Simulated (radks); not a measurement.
Spherical jellium clusters: N electrons in a uniform positive sphere of charge N and radius rs N^(1/3), rs = 5.79 bohr. Method: non-relativistic Kohn-Sham, PBEsol, spin-polarised, spherical densities; computed with a radial shooting solver with Libxc functionals. Levels are named by radial order and angular momentum (1s, 1p, 1d, 2s, ...), and open shells are averaged over m.

N = 7, configuration 1s2 1p(up 3, down 2). This is the lowest configuration that the search found. Occupied levels:

level,occupation,eigenvalue (eV),<r> (bohr)
1s up,1,-3.0259,7.471
1s down,1,-2.9190,7.362
1p up,3,-2.3953,8.730
1p down,2,-2.2690,8.722

Energy (eV): total -11.6990, kinetic 6.3897, external -143.72, Hartree 71.758, exchange-correlation -18.358, background 72.230.

Electron density:

r (bohr),n(r) (e/bohr^3)
0.790,0.0008337
1.67,0.0009301
2.55,0.001080
3.43,0.001259
4.31,0.001434
5.19,0.001565
6.07,0.001614
6.95,0.001554
7.83,0.001381
8.71,0.001121
9.59,0.0008232
10.5,0.0005434
11.3,0.0003214
12.2,0.0001727
13.1,0.00008709
14.0,0.00004238
14.9,0.00002020
15.8,9.483e-06
16.6,4.397e-06
17.5,2.014e-06
